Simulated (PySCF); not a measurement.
Cd³⁰⁺ (cadmium, charge +30) across methods

[Ar], closed-shell 1S. Calculation: PySCF 2.14, in an uncontracted even-tempered set (18 s from 4.4 bohr⁻², ratio 2.5; 12 p from 5.7 bohr⁻², ratio 2.5; 5 d from 27 bohr⁻², ratio 2.7; 4 f from 41 bohr⁻², ratio 2.7); scalar relativity by spin-free X2C-1e.

```csv
method,E (hartree),mean ε 2p (eV),mean ε 3s (eV),mean ε 3p (eV),Σ⟨r²⟩ (bohr²),⟨S²⟩
PBE0,-4951.74,-5035.1,-1974.5,-1844.2,1.076,0.000
r2SCANh,-4952.00,-5030.8,-1972.6,-1841.6,1.077,0.000
r2SCAN,-4952.02,-5021.0,-1968.0,-1838.3,1.077,0.000
UHF,-4950.94656,-5117.9,-2013.4,-1869.5,1.077,0.000
M06,-4952.24,-5039.7,-1976.3,-1845.0,1.075,0.000
PBE,-4951.72,-5006.9,-1960.9,-1835.0,1.076,0.000
```

Problem. Estimate the same row for LDA.

Solution. E (hartree) = -4946.18; mean ε 2p (eV) = -5005.0; mean ε 3s (eV) = -1958.5; mean ε 3p (eV) = -1834.0; Σ⟨r²⟩ (bohr²) = 1.077; ⟨S²⟩ = 0.000.
